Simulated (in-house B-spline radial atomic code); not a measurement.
A fraction x of an electron is removed from 1s in Be2+, starting from 1s2 and keeping the highest spin. All numbers are computed (scalar-relativistic (X2C) RPBE, spin-polarised, spherical fractional occupations; Fermi nucleus of rms radius 2.519 fm) with a B-spline radial code for spherical atoms, not measured.

```tsv
x	E(x) - E(0) (eV)	1s down level (eV)
0	0.0000	-132.499
0.02	2.6592	-133.422
0.19	26.0071	-141.249
0.37	52.1693	-149.408
0.38	53.6656	-149.855
0.5	71.9660	-155.121
0.56	81.3501	-157.672
0.74	110.3836	-164.735
0.8	120.3294	-166.747
0.97	148.9802	-168.301
```
